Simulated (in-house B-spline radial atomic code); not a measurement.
# PBE excitations of Ga⁺

Method: PBE. Computed with an all-electron radial atomic-structure program (B-spline basis): linear response of the closed shell [Ar] 3d10 4s2 with the functional's adiabatic kernel; non-relativistic, point nucleus, no spin-orbit coupling, no double excitations, S, P, D and F terms only; shells from n = 2 respond. Only terms of natural parity with L up to 3 were computed.

Without relativity these are model numbers for so heavy an element.

Command:
```bash
python run_td.py task.json out
```
Settings (radii: box in bohr, nucleus in fm):
```
Z                        31
electrons                30
configuration            [Ar] 3d10 4s2
hamiltonian              nr
method                   pbe,pbe
box_radius               41.61
intervals                57
```

Time taken, with all properties: 1.4 s on 1 thread of Arm Neoverse N1, with other jobs on the host.

The lowest states, in the order of their Tamm-Dancoff energies; the method's threshold (minus the highest occupied level) is 16.039 eV. Labels give the largest channel, * marks a mixed state, and oscillator strengths are full-response dipole values. Measured ¹D terms are left out, since they can mix with doubly excited terms. Semilocal kernels can invert the small singlet-triplet splittings of Rydberg terms. Energies in eV:

```json
{"state": "4s → 4p 3P", "full response": "5.737", "Tamm-Dancoff": "5.869", "oscillator strength": "-", "measured (J-weighted term)": "5.987"}
{"state": "4s → 4p 1P", "full response": "8.560", "Tamm-Dancoff": "8.939", "oscillator strength": "1.6", "measured (J-weighted term)": "8.766"}
{"state": "4s → 5s 3S", "full response": "11.918", "Tamm-Dancoff": "11.923", "oscillator strength": "-", "measured (J-weighted term)": "12.764"}
{"state": "4s → 5s 1S", "full response": "12.362", "Tamm-Dancoff": "12.382", "oscillator strength": "-", "measured (J-weighted term)": "13.224"}
{"state": "4s → 4d 3D", "full response": "13.055", "Tamm-Dancoff": "13.072", "oscillator strength": "-", "measured (J-weighted term)": "14.116"}
{"state": "4s → 4d 1D", "full response": "?", "Tamm-Dancoff": "?", "oscillator strength": "-", "measured (J-weighted term)": "-"}
{"state": "4s → 5p 3P", "full response": "?", "Tamm-Dancoff": "?", "oscillator strength": "-", "measured (J-weighted term)": "?"}
{"state": "4s → 5p 1P", "full response": "13.668", "Tamm-Dancoff": "13.713", "oscillator strength": "0.00883", "measured (J-weighted term)": "-"}
{"state": "4s → 6s 3S", "full response": "14.481", "Tamm-Dancoff": "14.482", "oscillator strength": "-", "measured (J-weighted term)": "-"}
{"state": "4s → 6s 1S", "full response": "14.560", "Tamm-Dancoff": "14.563", "oscillator strength": "-", "measured (J-weighted term)": "-"}
```

(1) Where does 4s → 4d 1D lie?

(2) Where does 4s → 5p 3P lie?

(3) How large is the singlet-triplet splitting of 4s → 4p (P terms) in Tamm-Dancoff?

(4) What polarisabilities and dispersion coefficient does the method give?

## Answers

(1) At 13.318 eV in full response, 13.323 eV in Tamm-Dancoff.

(2) At 13.408 eV in full response, 13.416 eV in Tamm-Dancoff; measured 14.708 eV.

(3) 3.07 eV, from the unrounded values.

(4) Dipole 18.47 bohr³, quadrupole 85.2 bohr⁵, C6 94.86 hartree·bohr⁶ for two such species.
